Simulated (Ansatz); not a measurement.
C2H6Zn⁺, that is ZnMe2 with one electron fewer. The state is a doublet with charge 1. Geometry r2SCAN-D4/def2-TZVP, that of the neutral singlet; atoms count from 1.

```xyz
9

Zn    0.000   -0.001   -0.001
C    -1.139    0.697   -1.400
H    -2.087    0.153   -1.451
H    -0.660    0.617   -2.380
H    -1.373    1.752   -1.232
C     1.139   -0.697    1.400
H     0.697   -0.538    2.388
H     2.118   -0.210    1.394
H     1.304   -1.772    1.282
```

(1) Estimate the Mulliken populations from the PBE0/def2-TZVP orbitals of Ansatz.

(2) Where does the spin sit?

(3) And the Mayer bond orders between bonded heavy atoms (over 0.3)?

Answers

(1) 
```
atom  charge (e)  spin (α − β)  d electrons
 Zn1        0.53          0.01        10.01
  C2       -0.40          0.50            –
  H3        0.21          0.00            –
  H4        0.21          0.00            –
  H5        0.21          0.00            –
  C6       -0.40          0.50            –
  H7        0.21          0.00            –
  H8        0.21          0.00            –
  H9        0.21          0.00            –
```
Mulliken values and Mayer orders depend strongly on the basis.

(2) Summed by element: Zn 0.01, C 0.99, H 0.00, of 1 unpaired in all. Largest on single atoms: C6 0.50, C2 0.50, Zn1 0.01.

(3) Zn1–C2 0.76 (1.93 Å); Zn1–C6 0.76 (1.93 Å).
